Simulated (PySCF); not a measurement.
Dipole moment and polarisability of `CC/C=C/C(N)=O`

Compound: C5H9NO.
Geometry (PBE0-D3(BJ)/def2-SVP, Å), atoms numbered from 1 in this order:
```xyz
16
C5H9NO angstrom
C     -2.5949   -0.1490    0.4270
C     -1.4889    0.7106   -0.1805
C     -0.2598   -0.0725   -0.4931
C      0.9602    0.1448    0.0086
C      2.1002   -0.7298   -0.3868
N      3.2843   -0.4170    0.2082
O      1.9918   -1.6499   -1.1753
H     -2.2716   -0.5930    1.3808
H     -3.4995    0.4475    0.6182
H     -2.8731   -0.9751   -0.2459
H     -1.2417    1.5478    0.4925
H     -1.8625    1.1624   -1.1175
H     -0.3528   -0.9179   -1.1880
H      1.1374    0.9655    0.7136
H      3.3767    0.3411    0.8669
H      4.0947   -0.9774   -0.0174
```

Level: CAM-B3LYP/def2-SVPD (PySCF), static field, nuclei fixed, core orbitals frozen in the response. The polarisability tensor in these axes (au):

```
x   102.99  -4.39   4.33
y    -4.39  64.81   7.13
z     4.33   7.13  61.46
```

Question: What are the eigenvalues, a third of the trace, and Δα (Δα² = ½Σ(αi − αj)² over the three pairs)?

Answer: Principal values 55.03, 70.45 and 103.78 au; mean 76.42 au = 11.32 Å³ = 12.60 × 10⁻⁴⁰ C²·m²/J; Δα = 43.16 au (56 % of the mean).

Question: What is the dipole moment, and where does it point?

Answer: (0.07, 2.80, 2.43) D, 3.71 D in size, pointing from the negative to the positive side. Measured along this direction, the outermost atoms are O7 at the negative end and H11 at the positive end.

Question: In TDDFT the mean static polarisability is Σ f/ω² over all singlet excitations (ω in hartree). How much of it do the 10 lowest give? Their energies (eV) and oscillator strengths: 4.96, 0.0000; 6.20, 0.2974; 6.58, 0.3190; 7.21, 0.0074; 7.36, 0.0232; 7.40, 0.0551; 7.56, 0.0000; 7.88, 0.0037; 7.94, 0.0024; 8.11, 0.0361.

Answer: They add up to 12.82 au, 16.8 % of the 76.42 au; the largest single term is 5.72 au, from the state at 6.20 eV. Terms in order: 0.00, 5.72, 5.45, 0.11, 0.32, 0.74, 0.00, 0.04, 0.03, 0.41 au. Higher excitations give the rest. The strengths listed sum to 0.744.

Question: Traceless (Buckingham) quadrupole moment about the centre of nuclear charge: eigenvalues?

Answer: -11.57, -5.34, 16.91 D·Å. The values depend on the origin, since the dipole doesn't vanish. The electronic extent ⟨r²⟩ about the same centre is 1136 bohr², a root-mean-square distance of 2.43 Å for the 54 electrons.

Question: What molar refraction does this α imply?

Answer: Lorentz–Lorenz: R = (4π/3)N_A α = 2.5225 cm³/(mol·Å³) × 11.32 Å³ = 28.6 cm³/mol, in the limit of long wavelengths.

Question: Directions of the eigenvectors, and the extent of the frame along each?

Answer: Largest value along (0.99, -0.10, 0.09), where the nuclei span 7.61 Å; middle along (0.02, 0.78, 0.63), 3.47 Å; least along (-0.13, -0.62, 0.77), 3.07 Å. The response follows the extents in order.

Isolated species at its PBE0-D3(BJ)/def2-SVP geometry (one conformer only).
